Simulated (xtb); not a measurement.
xtb input:

```bash
xtb mol.xyz --gfn 1 --sp --chrg 1 --uhf 0
```
mol.xyz:
```
6

C     -1.20549120    -0.27413528    -0.01142588
C      0.10214563     0.02322847     0.00096816
C      1.29544689     0.29459169     0.01227850
H     -1.60592350    -1.04784115     0.64194216
H     -1.88926277     0.25301671    -0.67507022
H      2.34257840     0.53271512     0.02220342
```

Q: Which total energy does the run end on?

A: -7.30260 Eh (GFN1-xTB).

It need not be the lowest isomer of its formula.
